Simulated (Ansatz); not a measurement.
A made-up structure of GaH3SO, singlet:

```
atom    x (Å)    y (Å)    z (Å)
  O1  -1.1294  -0.9950   0.4506
 Ga2   0.0988   0.1367  -0.6495
  S3   1.7039   1.3876   0.7155
  H4  -1.8443  -1.5548  -0.1239
  H5   0.0187   0.2104  -2.3873
  H6   1.1522   0.8152   1.9946
```

It is relaxed with PBE-D4/def2-SVP and then PBE0-D4/def2-TZVP (Ansatz 0.2.0). Atoms count as bonded within 1.22 times the sum of their covalent radii (H–H: 0.88 Å). The end point is not checked to be a true minimum.

Task: Does its bonding change? (Judge from chemistry; the calculation decides.)

Result: The calculation gives: No: no bond forms or breaks.

Where it ends: The first stage lowers the energy by 1.17 eV in 7 steps. It ends as GaH₃SO ([OH][GaH][SH]):
O1  (-1.008, -0.888, 0.403)
Ga2  (0.088, 0.122, -0.580)
S3  (1.521, 1.239, 0.639)
H4  (-1.647, -1.388, -0.110)
H5  (0.017, 0.188, -2.132)
H6  (1.029, 0.728, 1.781)
(Å)

Labels in which every atom is bracketed show which atoms are joined, not bond orders.

For scale, one of the runs: PBE0-D4/def2-TZVP relaxation, 134 basis functions, launched by `ansatz run in.yaml --threads 2 --pin off --events-out ev --progress --plain --max-ram 4352MiB`. Hardware: 2 CPU threads of an Intel Xeon Platinum 8259CL, shared host. Wall time about 21 s.
